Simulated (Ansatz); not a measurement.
In4Sn. Charge 0, multiplicity 5. Geometry r2SCAN-D4/def2-SVP; atoms count from 1.

Cartesian coordinates in Å:
```
In 1.864 -0.276 1.761
In -1.508 -0.962 0.184
In 1.246 -1.833 -0.754
In -2.288 1.710 -0.850
Sn 0.685 1.361 -0.341
```

In the def2 sets In, Sn take a core potential; there is no spin–orbit coupling. At PBE0-D4/def2-TZVP a singlet of charge 0 lies 0.97 eV below the quintet, each at its own geometry. The structure comes from a short search, and lower isomers may exist.

Q: Estimate the Mulliken populations from the PBE0/def2-TZVP orbitals of Ansatz.

A: 
```
atom  charge (e)  spin (α − β)
 In1        0.09          0.68
 In2       -0.02          0.80
 In3        0.01          0.91
 In4        0.13          0.43
 Sn5       -0.20          1.17
```
Mulliken values and Mayer orders depend strongly on the basis.

Q: Where does the spin sit?

A: Summed by element: In 2.83, Sn 1.17, of 4 unpaired in all. Largest on single atoms: Sn5 1.17, In3 0.91, In2 0.80.

Q: And the Mayer bond orders between bonded heavy atoms (over 0.3)?

A: In1–In3 0.57 (3.02 Å); In1–Sn5 0.77 (2.91 Å); In2–In3 0.62 (3.04 Å); In2–In4 0.65 (2.97 Å); In2–Sn5 0.53 (3.24 Å); In3–Sn5 0.47 (3.27 Å); In4–Sn5 0.69 (3.04 Å).
